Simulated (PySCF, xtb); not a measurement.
F₄OW, SMILES [W]([F])([F])(=[O])([F])[F] (connectivity only; charge and spin as stated), charge +1, multiplicity 2.

Harmonic wavenumbers (cm⁻¹) from GFN2-xTB run with xtb 6.7.1 at its own minimum, in rising order: 13, 163, 165, 180, 180, 181, 299, 321, 416, 416, 449, 600.

**Question.** What does PBE0-D3(BJ)/def2-SVP run with PySCF give at its own minimum? (The exact figures need the calculation; the answer reports its results.)

**Answer.** 107, 174, 202, 223, 223, 260, 301, 698, 778, 797, 814, 816. Paired by order, the mean absolute difference is 168 cm⁻¹ and the zero-point energies are 4.8 and 7.7 kcal/mol.
